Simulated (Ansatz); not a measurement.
Reaction (cleavage of the Si–Ge bond): `[CH3][GeH]([SiH3])[Cl]` + `N=C[SeH]` → `[SiH3]/N=C\[SeH]` + `[CH3][GeH2][Cl]`

Calculated with Ansatz (gas phase, PBE0-D4/def2-TZVP geometries, no zero-point term in ΔE). CCSD(T)/CBS adds triple-zeta CCSD(T) − MP2 to the extrapolated MP2 energy (def2 sets, frozen cores). Functionals use def2-TZVPP. For Ge, Se outer-core shells are correlated without core-valence functions, which leaves a few kJ/mol of doubt a bond. Scalar relativity is left out up to krypton. One conformer a species, not always the lowest.

```tsv
species	PBE0 energy (Eh)
`[CH3][GeH]([SiH3])[Cl]`	-2868.51395
`N=C[SeH]`	-2495.82954
`[SiH3]/N=C\[SeH]`	-2786.42350
`[CH3][GeH2][Cl]`	-2577.92758
```

Problem. Work out ΔE.

Solution. ΔE = (-2786.42350) + (-2577.92758) − (-2868.51395) − (-2495.82954) = -0.00759 Eh = -19.9 kJ/mol. CCSD(T)/CBS gives -27.5 kJ/mol.

Largest T1 diagnostic among the species: 0.013.

In def2-TZVPP, CCSD(T) changes the Hartree–Fock value by +11.0 kJ/mol (the triples alone add −0.6 kJ/mol) and MP2 by +3.7 kJ/mol.
